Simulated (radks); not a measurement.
Values are calculated unless marked as measured or tabulated.
Task: The zinc ion Zn1.5+, configuration [Ar] 3d10 4s(up 0.5, down 0) (fractional occupations, a model configuration). Level of theory: scalar-relativistic Kohn-Sham, PBEsol, spin-polarised, spherical densities, finite nucleus; Fermi nuclear charge, rms radius 3.9283 fm (a radial shooting solver on a logarithmic mesh with Libxc functionals). Some entries of the table are withheld. Estimate them.

| orbital | occ. | eigenvalue (eV) | <r> (bohr) |
|---|---|---|---|
| 1s up | 1 | -9532.307 | 0.05034 |
| 1s down | 1 | -9532.280 | 0.05034 |
| 2s down | 1 | -1172.073 | 0.2264 |
| 2s up | 1 | -1172.065 | 0.2263 |
| 2p down | 3 | -1018.296 | 0.1984 |
| 2p up | 3 | -1018.296 | 0.1984 |
| 3s up | 1 | -143.9987 | 0.6822 |
| 3s down | 1 | -143.9934 | 0.6820 |
| 3p up | 3 | (1) | 0.7146 |
| 3p down | 3 | (2) | 0.7140 |
| 3d up | 5 | -25.2089 | 0.8925 |
| 3d down | 5 | -25.0804 | 0.8842 |
| 4s up | 0.5 | -18.6874 | (3) |
| 4s down | 0 | -17.8903 | (4) |

Result: 
(1) 3p up eigenvalue (eV): -98.3619
(2) 3p down eigenvalue (eV): -98.3423
(3) 4s up <r> (bohr): 2.292
(4) 4s down <r> (bohr): 2.293
